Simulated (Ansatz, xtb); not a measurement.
## Two structures of CHLiSe

Structure X is a triplet given by its coordinates and structure Y is a singlet given by its coordinates. Both are isolated molecules in the gas phase, relaxed with PBE0-D3(BJ)/def2-SVP.

X (Å):

```yaml
atoms:
  - { symbol: C, position_ang: [1.1444, -0.3525, -1.5554] }
  - { symbol: Li, position_ang: [-0.8511, -0.8158, -1.6649] }
  - { symbol: Se, position_ang: [0.4006, 0.9846, -2.5174] }
  - { symbol: H, position_ang: [2.0085, -1.0032, -1.7410] }
```

Close contacts (Å): C1–Li2 2.05, C1–Se3 1.81, Li2–Se3 2.35, C1–H4 1.10.

Y (Å):

```csv
atom,x (Å),y (Å),z (Å)
C,-1.3364,0.1228,-0.1416
Li,0.6867,-0.5471,0.8287
Se,-0.0323,-0.3893,-1.2981
H,-0.9874,0.0480,0.9602
```

Close contacts (Å): C1–Li2 2.34, C1–Se3 1.82, Li2–Se3 2.25, C1–H4 1.16, Li2–H4 1.78.

Question: Estimate E(Y) − E(X) at the level CCSD(T)/def2-TZVPP.

Answer: Calculated at CCSD(T)/def2-TZVPP: E(Y) − E(X) = −7.04 kJ/mol, so structure Y lies lower.

How the difference moves with the method:

| level | geometry | E(Y) − E(X) (kJ/mol) | departure from the last row (kJ/mol) | job, with rough time for the two |
| --- | --- | --- | --- | --- |
| PBE0-D3(BJ)/def2-SVP | PBE0-D3(BJ)/def2-SVP | +24.28 | +31.33 | optimisation, 53 s |
| HF/def2-TZVPP | PBE0-D3(BJ)/def2-SVP | +71.81 | +78.85 | part of the CCSD(T) run |
| MP2/def2-TZVPP | PBE0-D3(BJ)/def2-SVP | −8.76 | −1.72 | part of the CCSD(T) run |
| CCSD(T)/def2-TZVPP | PBE0-D3(BJ)/def2-SVP | −7.04 |  | single point, 76 s |

PBE0-D3(BJ)/def2-SVP, HF/def2-TZVPP put the two in the other order. The largest departure from CCSD(T)/def2-TZVPP is that of HF/def2-TZVPP, 78.85 kJ/mol. At CCSD(T)/def2-TZVPP a singlet with the links of X lies below this triplet. Levels run at GFN2-xTB geometries aren't shown.

With harmonic frequencies from PBE0-D3(BJ)/def2-SVP (ideal gas, rigid rotor, one conformer each, 298.15 K, 1 atm): the zero-point term adds −0.16 kJ/mol; ΔH is −8.22 and ΔG −3.65 kJ/mol.

The T1 diagnostic of structure Y is large, so the coupled-cluster value is less sure. Open shells are spin-unrestricted. The correlated steps freeze 10 core orbitals; the filled d shell of Se is correlated; the last core shell of Li is correlated, in a basis made for valence electrons. ΔG holds the spin degeneracy. Mirror images aren't counted in ΔG. Codes used: Ansatz 0.2.0; the last row on 1 thread of Arm Neoverse V1 on a shared host.
